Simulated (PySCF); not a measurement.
## M06-L on Tc (technetium, neutral)

Configuration: [Kr] 4d5 5s2, high-spin 6S determinant. All numbers are calculated (PySCF 2.14, a scalar-relativistic core potential, in aug-cc-pVDZ-PP with ECP28MDF (5s5p4d2f, 54 functions)).

```
Total energy                : -80.4695 hartree
One-electron energy         : -137.7798 hartree
Hartree (Coulomb) energy    : 66.2053 hartree
Exchange-correlation energy : -8.8951 hartree
⟨S²⟩                        : 8.7620
⟨L²⟩                        : 0.000
Sum of ⟨r⟩                  : 24.54 bohr
Sum of ⟨r²⟩                 : 55.32 bohr²
Time after the integrals    : 1.2 s of wall time on 1 thread of Neoverse-V2 (shared host)
```

| shell | electrons | mean orbital energy (hartree) | rms radius, mean of both spins (bohr) |
| --- | --- | --- | --- |
| 4s α | 1 | -2.82045 | 1.14 |
| 4s β | 1 | -2.67292 | 1.14 |
| 4p α | 3 | -1.76782 | 1.27 |
| 4p β | 3 | -1.60215 | 1.27 |
| 4d α | 5 | -0.29165 | 1.86 |
| 5s α | 1 | -0.20198 | 3.59 |
| 5s β | 1 | -0.15739 | 3.59 |

Energies and moments cover only the electrons outside the core potential.
